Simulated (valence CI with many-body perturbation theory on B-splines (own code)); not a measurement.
## Forbidden lines of Tb LIX

Method: relativistic CI+MBPT: five valence electrons over a frozen Dirac-Fock core [He], a basis of 11 s, 11 p, 10 d, 8 f, 5 g, 2 h functions for each j, with the one-electron correlation potential Σ1, the two-electron term Σ2, the three-electron term Σ3, Breit, model QED; selected CI, second order for the rest, scaled by the run's own slope (own B-spline code, finite nucleus).

No measured spectrum was set against this ion. As an estimate, large intervals hold to a few tenths of a per cent, small ones and those within an open d or f shell to about a per cent. Among the levels kept, up to 7300 cm⁻¹ of a level comes from second order outside the variational space, and about a tenth of that is noise between levels of different J, which matters for small intervals.

Lines 51 to 93 of 93 in falling wavelength, among levels below 75358 × 10³ cm⁻¹, chosen from the decays that carry over 1 % of a level's rate. Wavelengths and rates use the calculated energies. Electric multipoles are in the length gauge, E1 and E2 with the static RPA response of the core. S is in atomic units (e²a₀⁴ for E2 and M2, e²a₀⁶ for E3), for M1 in squared Bohr magnetons. Weak lines are less certain than strong ones. Lines between different terms over intervals too small for the method are left out, as are lines whose strength nearly cancels. The highest levels of a list are the least certain.

Levels are named by their leading jj configuration (3d3/2^4 stands for four electrons in 3d with j = 3/2), which in mixed levels can hold well under half, so a name can repeat and another be missing. Letters in brackets count levels of one name in rising energy.

```tsv
λ vac (Å)	Upper	Lower	Type	A (s⁻¹)	S (a.u.)
1.716	(2s^2 2p1/2 2p3/2 3d5/2) J=9/2	(2s^2 2p1/2 2p3/2^2) J=5/2	E3	1.55e+09	2.17e-06
1.664	(2s 2p1/2^2 2p3/2 3d5/2) J=9/2	(2s^2 2p1/2 2p3/2^2) J=5/2	E2	1.72e+09	1.96e-07
1.600	(2s^2 2p3/2^2 3d5/2) J=9/2	(2s 2p1/2^2 2p3/2^2) J=5/2	E2	5.90e+09	5.52e-07
1.590	(2s 2p1/2 2p3/2^2 3p3/2) J=7/2 [a]	(2s 2p1/2^2 2p3/2^2) J=5/2	E2	2.27e+11	1.65e-05
1.585	(2s 2p1/2 2p3/2^2 3p3/2) J=1/2 [c]	(2s 2p1/2^2 2p3/2^2) J=3/2	E2	4.26e+11	7.61e-06
1.582	(2s 2p1/2 2p3/2^2 3p3/2) J=9/2	(2s 2p1/2^2 2p3/2^2) J=5/2	E2	6.47e+11	5.72e-05
1.581	(2s^2 2p1/2 2p3/2 3p3/2) J=5/2 [a]	(2s^2 2p1/2^2 2p3/2) J=3/2	E2	1.62e+11	8.59e-06
1.579	(2s^2 2p1/2 2p3/2 3p3/2) J=3/2 [a]	(2s^2 2p1/2^2 2p3/2) J=3/2	E2	4.98e+11	1.75e-05
1.578	(2s^2 2p1/2 2p3/2 3p3/2) J=7/2	(2s^2 2p1/2^2 2p3/2) J=3/2	E2	5.90e+11	4.13e-05
1.577	(2s^2 2p3/2^2 3p3/2) J=5/2	(2s^2 2p1/2 2p3/2^2) J=5/2	E2	3.10e+11	1.62e-05
1.576	(2s^2 2p3/2^2 3p3/2) J=7/2	(2s^2 2p1/2 2p3/2^2) J=5/2	E2	2.68e+11	1.86e-05
1.573	(2s^2 2p1/2 2p3/2 3p3/2) J=5/2 [b]	(2s^2 2p1/2^2 2p3/2) J=3/2	E2	4.27e+11	2.20e-05
1.573	(2s^2 2p3/2^2 3p3/2) J=5/2	(2s^2 2p1/2 2p3/2^2) J=3/2	E2	1.78e+11	9.17e-06
1.571	(2s^2 2p3/2^2 3p3/2) J=7/2	(2s^2 2p1/2 2p3/2^2) J=3/2	E2	4.63e+11	3.17e-05
1.571	(2s^2 2p3/2^2 3p3/2) J=3/2 [b]	(2s^2 2p1/2 2p3/2^2) J=1/2	E2	5.88e+11	2.01e-05
1.569	(2s^2 2p1/2 2p3/2 3p3/2) J=1/2 [b]	(2s^2 2p1/2^2 2p3/2) J=3/2	E2	2.11e+11	3.58e-06
1.567	(2s^2 2p3/2^2 3p3/2) J=3/2 [a]	(2s^2 2p1/2 2p3/2^2) J=5/2	E2	4.57e+11	1.54e-05
1.549	(2s^2 2p1/2 2p3/2 3d5/2) J=9/2	(2s^2 2p1/2^2 2p3/2) J=3/2	E3	3.24e+09	2.20e-06
1.547	(2s^2 2p3/2^2 3d5/2) J=9/2	(2s^2 2p1/2 2p3/2^2) J=5/2	M2	1.11e+10	8.81e-07
1.547	(2s^2 2p3/2^2 3d5/2) J=9/2	(2s^2 2p1/2 2p3/2^2) J=5/2	E3	1.25e+09	8.45e-07
1.543	(2s^2 2p3/2^2 3d5/2) J=9/2	(2s^2 2p1/2 2p3/2^2) J=3/2	E3	2.57e+09	1.70e-06
1.516	(2s 2p1/2^2 2p3/2 3d3/2) J=5/2 [a]	(2s^2 2p1/2^2 2p3/2) J=3/2	E2	1.26e+12	5.42e-05
1.515	(2s 2p1/2^2 2p3/2 3d3/2) J=7/2	(2s^2 2p1/2^2 2p3/2) J=3/2	E2	1.79e+12	1.02e-04
1.515	(2p1/2^2 2p3/2^2 3d3/2) J=3/2	(2s 2p1/2^2 2p3/2^2) J=3/2	E2	6.78e+11	1.93e-05
1.514	(2p1/2^2 2p3/2^2 3d3/2) J=5/2	(2s 2p1/2^2 2p3/2^2) J=3/2	E2	8.24e+11	3.52e-05
1.514	(2p1/2^2 2p3/2^2 3d3/2) J=7/2	(2s 2p1/2^2 2p3/2^2) J=3/2	E2	2.19e+12	1.24e-04
1.514	(2s 2p1/2 2p3/2^2 3d3/2) J=9/2	(2s^2 2p1/2 2p3/2^2) J=5/2	E2	1.66e+12	1.18e-04
1.512	(2s 2p1/2 2p3/2^2 3d5/2) J=9/2 [a]	(2s^2 2p1/2 2p3/2^2) J=5/2	E2	6.83e+11	4.82e-05
1.508	(2s 2p1/2 2p3/2^2 3d3/2) J=5/2 [c]	(2s^2 2p1/2 2p3/2^2) J=1/2	E2	8.09e+11	3.38e-05
1.507	(2s 2p1/2 2p3/2^2 3d5/2) J=7/2 [a]	(2s^2 2p1/2 2p3/2^2) J=3/2	E2	1.85e+12	1.03e-04
1.504	(2s 2p1/2 2p3/2^2 3d5/2) J=9/2 [b]	(2s^2 2p1/2 2p3/2^2) J=5/2	E2	1.62e+12	1.11e-04
1.501	(2s 2p1/2 2p3/2^2 3d3/2) J=5/2 [c]	(2s^2 2p1/2 2p3/2^2) J=5/2	E2	1.30e+12	5.31e-05
1.498	(2p1/2^2 2p3/2^2 3d3/2) J=3/2	(2s 2p1/2^2 2p3/2^2) J=5/2	E2	3.06e+12	8.24e-05
1.498	(2p1/2^2 2p3/2^2 3d3/2) J=5/2	(2s 2p1/2^2 2p3/2^2) J=5/2	E2	2.97e+12	1.20e-04
1.498	(2p1/2^2 2p3/2^2 3d3/2) J=7/2	(2s 2p1/2^2 2p3/2^2) J=5/2	E2	1.57e+12	8.44e-05
1.497	(2p1/2^2 2p3/2^2 3d3/2) J=1/2	(2s 2p1/2^2 2p3/2^2) J=5/2	E2	3.40e+12	4.57e-05
1.497	(2s 2p1/2 2p3/2^2 3d3/2) J=5/2 [c]	(2s^2 2p1/2 2p3/2^2) J=3/2	E2	1.27e+12	5.09e-05
1.496	(2s 2p1/2 2p3/2^2 3d3/2) J=3/2 [e]	(2s^2 2p1/2 2p3/2^2) J=3/2	E2	2.76e+12	7.41e-05
1.493	(2s 2p1/2 2p3/2^2 3d5/2) J=3/2 [c]	(2s^2 2p1/2 2p3/2^2) J=1/2	E2	4.17e+12	1.10e-04
1.490	(2s 2p1/2^2 2p3/2 3d5/2) J=7/2 [b]	(2s^2 2p1/2^2 2p3/2) J=3/2	E2	2.96e+12	1.55e-04
1.488	(2s 2p1/2 2p3/2^2 3d5/2) J=9/2 [c]	(2s^2 2p1/2 2p3/2^2) J=5/2	E2	3.76e+12	2.45e-04
1.488	(2s 2p1/2 2p3/2^2 3d5/2) J=7/2 [d]	(2s^2 2p1/2 2p3/2^2) J=5/2	E2	1.04e+12	5.39e-05
1.486	(2s 2p1/2 2p3/2^2 3d5/2) J=7/2 [c]	(2s^2 2p1/2 2p3/2^2) J=3/2	E2	3.46e+12	1.79e-04
```
